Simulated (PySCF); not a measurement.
Species: C₆H₁₀N (doublet state).
Z-matrix (Å and degrees, GFN2-xTB geometry), rows numbered from 1:
```
C 
C   1  1.3925
N   2  1.3068  1  117.82
C   2  1.4789  1  117.82  3  -179.15
C   4  1.3323  2  125.75  1  -133.39
C   5  1.4991  4  123.88  2     3.16
C   5  1.4987  4  121.56  2  -178.88
H   1  1.0742  2  119.44  3    -1.09
H   1  1.0747  2  121.48  3   179.28
H   3  1.0171  2  113.56  1  -176.69
H   4  1.0829  2  114.82  1    46.07
H   6  1.0896  5  109.71  4   130.78
H   6  1.0872  5  111.78  4    10.09
H   6  1.0908  5  110.32  4  -111.02
H   7  1.0899  5  109.97  4   124.67
H   7  1.0869  5  111.54  4     3.91
H   7  1.0899  5  110.23  4  -116.95
```

The hyperfine couplings belong to this conformer and change with its torsions.

As a line formula: `[H]/N=C(/[CH2])C=C(C)C` [radical].

Computed, not measured: PySCF 2.14.0, UKS B3LYP, pcH-1 on C H N, non-relativistic, mean-field spin-orbit, GIAO. The structure is a single GFN2-xTB conformer in the gas phase; no vibrational or solvent corrections. Couplings are sensitive to structure, and on GFN2-xTB geometries they can be far from those on DFT ones. The frame is twisted about the C2–C4 bond at this geometry (dihedral C1–C2–C4–H11 = 46°); couplings at other torsion angles weren't computed. No stability test was run, so a lower SCF solution isn't excluded. ⟨S²⟩ is 0.777 where a pure state has 0.75.

Question: Break the g tensor into its mass correction, gauge correction and orbital-Zeeman/spin–orbit terms.

Answer: 
| Δg (ppm) | 1 | 2 | 3 |
| --- | --- | --- | --- |
| relativistic mass correction | -171 | -171 | -171 |
| gauge correction | -8 | 37 | 40 |
| orbital Zeeman/spin–orbit | -8 | 906 | 2962 |
| total | -187 | 772 | 2830 |

So g = 2.00213, 2.00309, 2.00515 and g_iso = 2.00346; the tensor is rhombic: the two nearest values differ by 32 % of g3 − g1. Axes: g2 points within 4° of the C2–C4 bond.

Question: What are the electron Larmor frequencies g μB B/h along the three axes at 330 mT?

Answer: 9.2474, 9.2518, 9.2613 GHz for g1, g2 and g3, a range of 13.9 MHz.

Question: At 93.521 GHz, how far is the centre of the isotropic spectrum from where a free electron (g = 2.002319) resonates?

Answer: B = hν/(g μB) with μB/h = 13.99624 MHz/mT gives 3337.06 mT for the free electron and 3335.17 mT at g_iso, 1.90 mT lower.

Question: What effective moment and Curie constant follow for a powder?

Answer: With the mean of g² = 4.0138 and S(S+1) = 0.75: μ_eff = √(⟨g²⟩S(S+1)) = 1.735 μB and χT = 0.12505·⟨g²⟩·S(S+1) = 0.376 cm³ K/mol (cgs; spin-Hamiltonian part alone).

Question: In a frozen sample, at which fields do the three g values resonate at 9.5, 34, 94 and 263 GHz (hyperfine left aside), and which band first spreads them over more than twice a line width of 0.3 mT?

Answer: 
```json
{"band": "X", "GHz": "9.5", "B(g3) mT": "338.51", "B(g2) mT": "338.85", "B(g1) mT": "339.02", "spread mT": "0.51"}
{"band": "Q", "GHz": "34.0", "B(g3) mT": "1211.49", "B(g2) mT": "1212.74", "B(g1) mT": "1213.32", "spread mT": "1.83"}
{"band": "W", "GHz": "94.0", "B(g3) mT": "3349.42", "B(g2) mT": "3352.86", "B(g1) mT": "3354.47", "spread mT": "5.05"}
{"band": "J", "GHz": "263.0", "B(g3) mT": "9371.25", "B(g2) mT": "9380.88", "B(g1) mT": "9385.37", "spread mT": "14.12"}
```

The spread grows in proportion to the frequency. Q band is the first where it exceeds 0.6 mT.

Largest spin populations (Mulliken): C1 (+0.81), N3 (+0.50) and C2 (-0.22). The angles at C1 add up to 360.0°, so it is planar; its axial dipolar tensor and the negative couplings of its protons fit spin in a p orbital normal to that plane.

The HOMO–LUMO gaps are 5.73 eV among the α and 3.91 eV among the β orbitals.

Hardware: one thread, Arm Neoverse V1 (aarch64), shared host. Cost: 78 s wall (grids of density and orbitals included), 0.97 GiB resident at most.
